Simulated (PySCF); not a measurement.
Compound: C3H5NOSi.
Z-matrix (Å and degrees, PBE0-D3(BJ)/def2-SVP geometry), rows numbered from 1:
```
O 
C   1  1.2018
C   2  1.4981  1  122.73
N   3  1.2898  2  121.77  1  -178.90
Si  4  1.8109  3   88.53  2   179.64
C   3  1.5176  2  124.57  1     0.89
H   2  1.1179  1  123.47  3  -179.87
H   5  1.4903  4  114.23  3  -115.89
H   5  1.4905  4  113.95  3   116.18
H   6  1.1007  3  113.81  2    63.14
H   6  1.1004  3  114.11  2   -62.18
```

The calculation used PBE0-D3(BJ)/def2-SVP geometry optimisation, gas phase (PySCF 2.14.0).

Masses are those of the commonest isotopes; rigid-rotor values at the optimised geometry. The values belong to one conformer with, in the numbering `[O:1]=[CH:2][C:3]1=[N:4][SiH2:5][CH2:6]1`, O1–C2–C3–N4 -179°.

**Question.** Give the principal moments of inertia and the rotational constants in GHz.

**Answer.** Ia = 55.02, Ib = 274.58, Ic = 320.35 u·Å²; 505379 MHz·u·Å²/I gives 9185, 1841 and 1578 MHz, that is A = 9.1850, B = 1.8405, C = 1.5776 GHz.

**Question.** What kind of rotor is it?

**Answer.** A near-prolate asymmetric top; Ray's κ = -0.931.

**Question.** What does the inertial defect say?

**Answer.** Not planar: Δ = Ic − Ia − Ib = -9.25 u·Å². For a rigid frame Δ = −2 Σ m c², so Σ m c² = 4.63 u·Å² lies off the ab plane, practically all of it from hydrogen. The atom farthest from that plane is 1.23 Å away.

**Question.** Give the other two planar moments, Paa and Pbb, and the rms extents of the mass along the axes.

**Answer.** Paa = Σ m a² = (Ib + Ic − Ia)/2 = 269.96 and Pbb = Σ m b² = (Ia + Ic − Ib)/2 = 50.40 u·Å². With the mass M = 99.01 u, the rms extents √(P/M) along a, b and c are 1.65, 0.71, 0.22 Å.

**Question.** List the rotational levels J(Ka,Kc) to J = 3 (cm⁻¹).

**Answer.** Above 0(0,0):
J = 1: 1(0,1) 0.1140, 1(1,1) 0.3590, 1(1,0) 0.3678
J = 2: 2(0,2) 0.3418, 2(1,2) 0.5783, 2(1,1) 0.6046, 2(2,1) 1.3395, 2(2,0) 1.3398
J = 3: 3(0,3) 0.6829, 3(1,3) 0.9070, 3(1,2) 0.9596, 3(2,2) 1.6816, 3(2,1) 1.6827, 3(3,1) 2.9286, 3(3,0) 2.9286

**Question.** Which lines would a microwave search look for?

**Answer.** The dipole components are |μa| = 1.97 D, |μb| = 0.95 D, |μc| = 0.00 D; the mirror of this Cs structure is the ab plane, so μc vanishes by symmetry (the 0.02 D computed is a residue) and there are no c-type lines. The squared components, which scale the intensities, stand as 1.00 : 0.23 (a : b). Some of the stronger lines:

| type | branch | J(Ka,Kc) | MHz | lower level (cm⁻¹) |
| --- | --- | --- | --- | --- |
| a | Q | 3(1,2) ← 3(1,3) | 1578 | 0.907 |
| a | R | 1(0,1) ← 0(0,0) | 3418 | 0.000 |
| a | R | 2(1,2) ← 1(1,1) | 6573 | 0.359 |
| a | R | 2(0,2) ← 1(0,1) | 6829 | 0.114 |
| b | Q | 2(1,1) ← 2(0,2) | 7877 | 0.342 |
| b | Q | 3(1,2) ← 3(0,3) | 8295 | 0.683 |
| a | R | 3(1,3) ← 2(1,2) | 9856 | 0.578 |
| a | R | 3(0,3) ← 2(0,2) | 10227 | 0.342 |
| a | R | 3(2,1) ← 2(2,0) | 10282 | 1.340 |
| b | R | 3(1,3) ← 2(0,2) | 16944 | 0.342 |
| b | Q | 2(2,0) ← 2(1,1) | 22040 | 0.605 |
| b | Q | 2(2,1) ← 2(1,2) | 22822 | 0.578 |
| b | R | 2(2,0) ← 1(1,1) | 29402 | 0.359 |
| b | R | 3(2,2) ← 2(1,1) | 32288 | 0.605 |
| b | R | 3(2,1) ← 2(1,2) | 33111 | 0.578 |
| b | Q | 3(3,1) ← 3(2,2) | 37384 | 1.682 |
| b | R | 3(3,1) ← 2(2,0) | 47631 | 1.340 |
| b | R | 3(3,0) ← 2(2,1) | 47638 | 1.340 |

**Question.** Estimate the classical rotational partition function at 25 K, 200 K and 298.15 K.

**Answer.** Point group Cs, symmetry number σ = 1; q = (√π/σ)·√((kT/h)³/(ABC)), k/h = 20836.6 MHz/K: 4080 at 25 K, 92300 at 200 K, 168000 at 298.15 K.

Stationary, but not proved a minimum. These are rigid-rotor constants of the computed structure; measured ground-state constants (B0) also hold zero-point vibration. Quadrupole hyperfine structure (14N) is left out.
